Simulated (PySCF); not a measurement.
Sn(H)3(NH2), SMILES [SnH3][NH2] (H5NSn) (PBE0/def2-SVP optimised geometry):

```
7

Sn    -0.070    -1.238     0.000
N     -0.630     0.733     0.000
H     -0.700    -1.904     1.446
H      1.642    -1.238     0.000
H     -0.651    -2.135    -1.354
H     -1.642     0.853     0.016
H     -0.286     1.238    -0.816
```

Level of theory: PBE0/def2-TZVP, def2 effective core potentials past Kr run with PySCF.

Problem. What are the frontier orbital energies and the dipole moment?

Solution. HOMO-2 -9.11 eV, HOMO-1 -9.10 eV, HOMO -7.21 eV, LUMO -0.23 eV, LUMO+1 0.71 eV; dipole moment 1.16 D.

On the same geometry PBE/def2-TZVP, def2 effective core potentials past Kr run with PySCF gives HOMO-2 -7.85 eV, HOMO-1 -7.84 eV, HOMO -5.81 eV, LUMO -1.01 eV, LUMO+1 -0.23 eV; dipole moment 1.11 D.
